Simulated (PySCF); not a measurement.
From computed data to an observable: oscillator strength and radiative lifetime

C4H3F3O, SMILES FC1=CCC(F)(F)O1.

Geometry optimised at PBE0-D3(BJ)/def2-SVP. The structure was generated by enumeration, and PubChem lists no compound with its InChIKey, so it may never have been made. Other conformers were not sampled.

TDA-M06-2X/def2-SVPD (PySCF) puts the first singlet state with f over 0.02 at 7.72 eV (vertical), with the transition dipole (1.323, -0.181, 0.000) in atomic units.

Find the oscillator strength, the wavelength and the radiative lifetime that this transition would have in vacuum if emission retraced absorption.


|μ|² = 1.7831 au, so |μ| = 3.39 D. ΔE = 7.72/27.211 = 0.2837 hartree. f = (2/3) ΔE |μ|² = 0.337 (the program prints 0.337).
λ = 1239.84/7.72 = 161 nm; ν = 62266 cm⁻¹.
Einstein's coefficient A = 0.6670 ν² f s⁻¹ (ν in cm⁻¹) = 8.7e8 s⁻¹, so τ = 1/A = 1.1 ns. This state is S3; the lower singlets have f = 0.013, 0.005. The figure is the radiative limit of this one transition; relaxation, internal conversion, crossing to triplets and a medium change what is measured.
